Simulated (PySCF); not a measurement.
## How the method moves the HOMO and LUMO of `C/C=C(/Cl)O[SiH3]`

Species: C3H7ClOSi.
Numbering: `[CH3:1]/[CH:2]=[C:3](/[Cl:4])[O:5][SiH3:6]` (hydrogens: H7, H8, H9 on C1; H10 on C2; H11, H12, H13 on Si6)

Cartesian coordinates in Å at the PBE0-D3(BJ)/def2-SVP level; atoms count from 1:
```xyz
13
C3H7ClOSi angstrom
C     -2.0153   -0.5567   -0.0088
C     -1.2542   -0.8310   -1.2614
C      0.0762   -0.7412   -1.3499
Cl     0.9038   -1.0788   -2.8583
O      0.8786   -0.3994   -0.3397
Si     2.5622   -0.2481   -0.3061
H     -1.3417   -0.2765    0.8119
H     -2.7399    0.2616   -0.1548
H     -2.5937   -1.4411    0.3069
H     -1.7936   -1.1219   -2.1646
H      2.8361    0.1586    1.0967
H      3.2209   -1.5491   -0.6077
H      3.0230    0.8056   -1.2521
```

Basis pcSseg-1 throughout (PySCF), one geometry. One conformer (not necessarily the lowest) at the PBE0-D3(BJ)/def2-SVP geometry, without solvent, vibrations or thermal averaging.

**Question.** How do the orbital energies, the gap and the dipole change with the method?

**Answer.** 
```json
{"method": "BLYP", "kind": "GGA", "HOMO (eV)": "-5.25", "LUMO (eV)": "-0.62", "gap (eV)": "4.63", "μ (D)": "0.75", "SCF cycles": "15"}
{"method": "B97-D", "kind": "GGA", "HOMO (eV)": "-5.38", "LUMO (eV)": "-0.61", "gap (eV)": "4.77", "μ (D)": "0.80", "SCF cycles": "16"}
{"method": "OPBE", "kind": "GGA", "HOMO (eV)": "-5.38", "LUMO (eV)": "-0.64", "gap (eV)": "4.74", "μ (D)": "0.84", "SCF cycles": "15"}
{"method": "PBE", "kind": "GGA", "HOMO (eV)": "-5.40", "LUMO (eV)": "-0.80", "gap (eV)": "4.60", "μ (D)": "0.80", "SCF cycles": "16"}
{"method": "KT2", "kind": "GGA", "HOMO (eV)": "-5.44", "LUMO (eV)": "-0.92", "gap (eV)": "4.51", "μ (D)": "0.85", "SCF cycles": "16"}
{"method": "KT3", "kind": "GGA", "HOMO (eV)": "-5.44", "LUMO (eV)": "-0.81", "gap (eV)": "4.64", "μ (D)": "0.82", "SCF cycles": "16"}
{"method": "BP86", "kind": "GGA", "HOMO (eV)": "-5.52", "LUMO (eV)": "-0.84", "gap (eV)": "4.68", "μ (D)": "0.81", "SCF cycles": "15"}
{"method": "LDA", "kind": "LDA", "HOMO (eV)": "-5.56", "LUMO (eV)": "-1.06", "gap (eV)": "4.49", "μ (D)": "0.81", "SCF cycles": "15"}
{"method": "B97-2", "kind": "global hybrid", "HOMO (eV)": "-6.34", "LUMO (eV)": "0.14", "gap (eV)": "6.48", "μ (D)": "0.81", "SCF cycles": "14"}
{"method": "B3LYP", "kind": "global hybrid", "HOMO (eV)": "-6.35", "LUMO (eV)": "-0.06", "gap (eV)": "6.29", "μ (D)": "0.75", "SCF cycles": "14"}
{"method": "PBE0", "kind": "global hybrid", "HOMO (eV)": "-6.58", "LUMO (eV)": "0.11", "gap (eV)": "6.69", "μ (D)": "0.80", "SCF cycles": "14"}
{"method": "mPW1PW91", "kind": "global hybrid", "HOMO (eV)": "-6.61", "LUMO (eV)": "0.14", "gap (eV)": "6.75", "μ (D)": "0.80", "SCF cycles": "14"}
{"method": "BHandHLYP", "kind": "global hybrid", "HOMO (eV)": "-7.60", "LUMO (eV)": "1.09", "gap (eV)": "8.69", "μ (D)": "0.74", "SCF cycles": "12"}
{"method": "CAM-B3LYP", "kind": "range-separated hybrid", "HOMO (eV)": "-7.87", "LUMO (eV)": "1.20", "gap (eV)": "9.06", "μ (D)": "0.74", "SCF cycles": "13"}
{"method": "wB97X-D", "kind": "range-separated hybrid", "HOMO (eV)": "-8.41", "LUMO (eV)": "1.95", "gap (eV)": "10.36", "μ (D)": "0.83", "SCF cycles": "14"}
{"method": "HF", "kind": "Hartree–Fock", "HOMO (eV)": "-9.14", "LUMO (eV)": "3.44", "gap (eV)": "12.58", "μ (D)": "0.72", "SCF cycles": "11"}
{"method": "LC-wPBE", "kind": "range-separated hybrid", "HOMO (eV)": "-9.22", "LUMO (eV)": "2.38", "gap (eV)": "11.60", "μ (D)": "0.78", "SCF cycles": "14"}
```

The HOMO spans 3.97 eV, from BLYP down to LC-wPBE, and the gap runs from 4.49 eV (LDA) to 12.58 eV (HF). Over the methods BLYP (0 %), B97-D (0 %), OPBE (0 %), PBE (0 %), KT2 (0 %), KT3 (0 %), BP86 (0 %), LDA (0 %), B97-2 (21 %), B3LYP (20 %), PBE0 (25 %), mPW1PW91 (25 %), BHandHLYP (50 %), HF (100 %), a straight line through the gap against the share of exact exchange rises by 0.80 eV for each 10 % (correlation coefficient 0.999). The dipole ranges from 0.72 D (HF) to 0.85 D (KT2). This basis has no diffuse functions.
